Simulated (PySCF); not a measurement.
All of these have the formula C4H10O2S. Theory: TDDFT CAM-B3LYP/def2-SVPD, vertical, gas phase, core orbitals frozen in the response in PySCF. Geometries: GFN2-xTB; one conformer of each isolated species. Triplets are in the Tamm–Dancoff approximation.

A. `CCS(=O)(=O)CC`
B. `CCCS(C)(=O)=O`
C. `O=S(C(C)C)(=O)C`

Lowest singlet levels (six at most, fewer where fewer were computed) with oscillator strengths:

1. 162 nm (f 0.011); 151 nm (f 0.018); 151 nm (f 0.135); 147 nm (f 0.010); 144 nm (f 0.053); 142 nm (f 0.005); T1 7.50 eV
2. 164 nm (f 0.007); 153 nm (f 0.014); 148 nm (f 0.001); 147 nm (f 0.000); 143 nm (f 0.020); 141 nm (f 0.000); T1 7.42 eV
3. 163 nm (f 0.010); 152 nm (f 0.013); 150 nm (f 0.097); 146 nm (f 0.010); 143 nm (f 0.101); 142 nm (f 0.085); T1 7.40 eV

Question: Match each spectrum to its molecule.

Answer: 1 = C, 2 = A, 3 = B.
- A: S1 at 7.57 eV, HOMO→LUMO (92%); Löwdin shares by element: HOMO oxygen 46%, carbon 29% or more (atoms not listed hold the other 25%); LUMO sulfur 29%, hydrogen 23% or more (atoms not listed hold the other 47%); HOMO -9.59 and LUMO 0.79 eV; point group C2v, 2 of its 6 listed states under f = 0.0005.
- B: S1 at 7.58 eV, HOMO→LUMO (87%); Löwdin shares by element: HOMO oxygen 46%, carbon 25% or more (atoms not listed hold the other 28%); LUMO sulfur 31%, hydrogen 18% or more, carbon 9% or more (atoms not listed hold the other 42%); HOMO -9.62 and LUMO 0.78 eV.
- C: S1 at 7.64 eV, HOMO→LUMO (88%); Löwdin shares by element: HOMO oxygen 48%, carbon 14% or more, sulfur 13% (atoms not listed hold the other 24%); LUMO sulfur 24%, hydrogen 20% or more, carbon 9% or more (atoms not listed hold the other 47%); HOMO -9.56 and LUMO 0.83 eV.
A and B have S1 within 0.02 eV of each other; their strongest listed levels stand at 8.65 eV (f 0.020) and 8.66 eV (f 0.101).
A and C have S1 within 0.07 eV of each other; their strongest listed levels stand at 8.65 eV (f 0.020) and 8.23 eV (f 0.135).
B and C have S1 within 0.06 eV of each other; their strongest listed levels stand at 8.66 eV (f 0.101) and 8.23 eV (f 0.135).
